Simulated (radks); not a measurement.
The numbers below are computed, except where a source is named.
Task: Ta48+, 25 electrons, occupied as [Ar] 3d7. Code: a radial shooting solver on a logarithmic mesh with Libxc functionals. Model: Dirac Kohn-Sham, PBEsol, spin-unpolarised, spherical densities, finite nucleus; open shells are shared between the two j in proportion to 2j + 1; Fermi nuclear charge, rms radius 5.3507 fm.

Spin-orbit splittings of the eigenvalues, e(l+1/2) - e(l-1/2), with zeta = 2 splitting/(2l+1) and mean radii in bohr:

shell  occ.  splitting (eV)  zeta (eV)  <r> j=l-1/2  <r> j=l+1/2
2p        6            1280      853.2      0.06461      0.07235
3p        6           300.4      200.3       0.1866       0.1994
3d        7               ?          ?       0.1730       0.1769

Estimate the 3d splitting.

Result: 67.75 eV (zeta = 27.10 eV).
